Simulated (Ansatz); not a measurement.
Reaction (substitution at a C–C bond): `C=CC(=S)OC` + `N=C[SeH]` → `C=C/N=C\[SeH]` + `COC=S`

Isolated molecules relaxed with PBE0-D4/def2-TZVP in Ansatz; ΔE leaves out vibrations. CBS: MP2 limit from def2 TZ/QZ plus the TZ coupled-cluster correction, frozen cores. DFT in def2-TZVPP. For Se outer-core shells are correlated without core-valence functions, which leaves a few kJ/mol of doubt a bond. Scalar relativity is left out up to krypton. Each species was taken in one conformer, which may not be the lowest.

`C=CC(=S)OC`:

```xyz
12

C     1.878   -0.491    1.035
C     1.182   -1.068    0.058
C    -0.073   -0.541   -0.477
S    -0.894   -1.293   -1.675
O    -0.449    0.585    0.113
C    -1.654    1.204   -0.311
H     2.802   -0.929    1.390
H     1.544    0.428    1.501
H     1.516   -1.986   -0.408
H    -2.500    0.531   -0.164
H    -1.597    1.466   -1.369
H    -1.754    2.095    0.305
```

`N=C[SeH]`:

Z-matrix (Å, degrees):
```
C
Se 1 1.903
N 1 1.257 2 119.6
H 1 1.094 2 114.0 3 180.0
H 2 1.468 1 94.0 3 -180.0
H 3 1.018 1 111.3 2 -180.0
```

`C=C/N=C\[SeH]`:

Cartesian coordinates in Å:
```
C 1.444 0.932 0.052
C 0.767 0.321 -0.916
N 0.113 -0.898 -0.786
C -0.850 -1.065 0.001
Se -1.643 0.279 1.124
H 1.516 0.512 1.049
H 1.977 1.852 -0.151
H 0.752 0.721 -1.927
H -1.309 -2.047 0.091
H -2.767 -0.605 1.462
```

`COC=S`:

Cartesian coordinates in Å:
```
C 0.160 -0.997 -0.364
O -0.744 -0.043 0.187
C -0.249 1.158 0.439
S -1.102 2.373 1.060
H -0.411 -1.911 -0.505
H 0.545 -0.653 -1.326
H 0.988 -1.185 0.324
H 0.812 1.258 0.185
```

```json
{"level": "B2PLYP", "ΔE (kJ/mol)": "45.6"}
{"level": "r2SCAN", "ΔE (kJ/mol)": "44.5"}
{"level": "SCS-MP2/def2-TZVPP", "ΔE (kJ/mol)": "47.6"}
{"level": "CCSD/def2-TZVPP", "ΔE (kJ/mol)": "50.3"}
{"level": "CCSD(T)/def2-TZVPP", "ΔE (kJ/mol)": "48.6"}
{"level": "MP2/def2-QZVPP", "ΔE (kJ/mol)": "48.5"}
{"level": "HF/CBS(def2)", "ΔE (kJ/mol)": "55.3"}
{"level": "MP2/CBS(def2)", "ΔE (kJ/mol)": "48.9"}
```

Question: What does CCSD(T)/CBS give? (Estimate.)

Answer: Ansatz gave: +49.1 kJ/mol. The listed levels differ from it by -3.5, -4.6, -1.5, 1.2, -0.5, -0.6, 6.2, -0.2 kJ/mol.

Largest T1 diagnostic among the species: 0.017.

In def2-TZVPP, CCSD(T) changes the Hartree–Fock value by −7.1 kJ/mol (the triples alone add −1.6 kJ/mol) and MP2 by −7.3 kJ/mol. From PBE to PBE0 (25 % exact exchange), in def2-TZVPP and without D4, ΔE moves by +6.8 kJ/mol.

CCSD(T)/CBS has its own doubt, a few kJ/mol and more with outer-core shells, so smaller differences from it don't rank the levels.
